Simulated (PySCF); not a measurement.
beryllium atom (Be), singlet. Base run: BLYP/cc-pVTZ in PySCF.

Here is a job for PySCF.
```python
from pyscf import gto, scf, dft

mol = gto.M(
    atom='''
Be    0.00000000    0.00000000    0.00000000
''',
    basis='cc-pvtz',
    verbose=4,
)

mf = dft.RKS(mol)
mf.xc = 'blyp'
mf.kernel()
```

The base run was repeated with changes; each row names its change, and settings that it needs were set with it.

```json
[
 {"change": "base", "ΔE vs base (µEh)": "0.0", "SCF cycles": "5"},
 {"change": "DIIS = EDIIS", "ΔE vs base (µEh)": "0.0", "SCF cycles": "11"},
 {"change": "init_guess = atom", "ΔE vs base (µEh)": "0.0", "SCF cycles": "5"},
 {"change": "solver = newton; init_guess = 1e", "ΔE vs base (µEh)": "0.0", "SCF cycles": "-"},
 {"change": "diis_space = 20", "ΔE vs base (µEh)": "0.0", "SCF cycles": "5"},
 {"change": "conv_tol = 1e-7", "ΔE vs base (µEh)": "0.0", "SCF cycles": "4"},
 {"change": "diis_space = 4", "ΔE vs base (µEh)": "0.0", "SCF cycles": "5"},
 {"change": "solver = newton", "ΔE vs base (µEh)": "0.0", "SCF cycles": "-"},
 {"change": "diis_space = 12", "ΔE vs base (µEh)": "0.0", "SCF cycles": "5"},
 {"change": "conv_tol = 1e-11", "ΔE vs base (µEh)": "0.0", "SCF cycles": "5"},
 {"change": "conv_tol = 1e-6", "ΔE vs base (µEh)": "0.0", "SCF cycles": "4"},
 {"change": "level_shift = 0.5 (with mf.max_cycle = 100)", "ΔE vs base (µEh)": "0.0", "SCF cycles": "15"},
 {"change": "init_guess = huckel", "ΔE vs base (µEh)": "0.0", "SCF cycles": "5"}
]
```
